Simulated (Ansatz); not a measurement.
Start from `BOC(=C)N` and change one atom or group to get `C=C(N)S`.

Ansatz, PBE0-D4/def2-TZVP geometries, multiplicity 1. Each molecule was computed in one conformer, which needn't be the lowest.

```json
{"property": "LUMO energy (PBE/def2-TZVPP) / eV", "`BOC(=C)N`": "-1.82"}
{"property": "LUMO energy (PBE0/def2-TZVPP) / eV", "`BOC(=C)N`": "-0.87"}
{"property": "HOMO energy (PBE0/def2-TZVPP) / eV", "`BOC(=C)N`": "-6.32"}
{"property": "LUMO energy (ωB97M-V/def2-TZVPP) / eV", "`BOC(=C)N`": "0.98"}
{"property": "HOMO energy (B3LYP/def2-TZVPP) / eV", "`BOC(=C)N`": "-6.12"}
{"property": "HOMO energy (PBE/def2-TZVPP) / eV", "`BOC(=C)N`": "-5.24"}
```

What does the change do to each property? (An estimate is asked.)

The calculation gave: 
| property | `C=C(N)S` | shift |
| --- | --- | --- |
| LUMO energy (PBE/def2-TZVPP) / eV | -0.79 | 1.03 |
| LUMO energy (PBE0/def2-TZVPP) / eV | 0.16 | 1.03 |
| HOMO energy (PBE0/def2-TZVPP) / eV | -6.10 | 0.22 |
| LUMO energy (ωB97M-V/def2-TZVPP) / eV | 2.03 | 1.05 |
| HOMO energy (B3LYP/def2-TZVPP) / eV | -5.89 | 0.23 |
| HOMO energy (PBE/def2-TZVPP) / eV | -4.97 | 0.27 |

With PBE0 the HOMO rises by 0.22 eV and the LUMO rises by 1.03 eV, so the gap widens by about 0.81 eV. PBE moves the HOMO by 0.27 eV and ωB97M-V by 0.25 eV.

B3LYP here is the variant with VWN-RPA as its local correlation; programs differ in this.
